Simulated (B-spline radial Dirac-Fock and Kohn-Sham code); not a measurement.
## Dipole and non-dipole photoemission parameters of Bi⁴⁺ 5d5/2

System: bismuth as Bi⁴⁺, configuration [Xe] 4f14 5d10 6s1; threshold 74.19 eV (orbital energy of the model). Calculated with a B-spline atomic structure program, using Dirac-Hartree-Slater photoionisation with a Latter tail; cross sections with all multipoles, angular parameters from the dipole term and its interference with E2.

For linearly polarised light dσ/dΩ = σ/(4π) [1 + β P₂(cos θ) + (δ + γ cos²θ) sin θ cos φ], with θ from the polarisation vector and φ the angle between the beam and the projection of the electron momentum on the plane normal to the polarisation.

```
hν (eV)  σ (kb)       β       γ       δ
    124     842   1.919   0.119   0.015
    139     481   1.987   0.280   0.003
    153     300   1.881   0.423  -0.017
    177     157   1.246   0.539  -0.051
    200     107   0.348   0.403  -0.054
    207     100   0.106   0.331  -0.047
    285    90.0  -0.515  -0.086   0.054
    303    92.0  -0.411  -0.070   0.063
    525    89.7   0.602   0.215   0.038
    707    70.5   0.931   0.196   0.015
    800       ?       ?       ?       ?
    813    60.6   1.043   0.153   0.008
    817    60.2   1.047   0.151   0.007
    898    53.7   1.111   0.117   0.004
   1280    32.2   1.283  -0.004   0.001
 1486.9    25.0   1.329  -0.034   0.004
   1740    18.8   1.363  -0.043   0.007
   2000    14.4   1.383  -0.029   0.012
   2180    12.1   1.391  -0.010   0.015
   2760    7.26   1.396   0.085   0.025
 2984.4    6.08   1.393   0.129   0.029
 5414.7    1.36   1.305   0.648   0.072
 8047.8   0.437   1.194   1.114   0.122
  10500   0.194   1.104   1.450   0.169
  11700   0.137   1.064   1.587   0.193
  13300  0.0907   1.016   1.747   0.223
  14000  0.0766   0.996   1.811   0.237
  15000  0.0609   0.969   1.896   0.256
```

Task: Give the values at 800 eV.

Result: σ = 61.7 kb, β = 1.031, γ = 0.158, δ = 0.008.
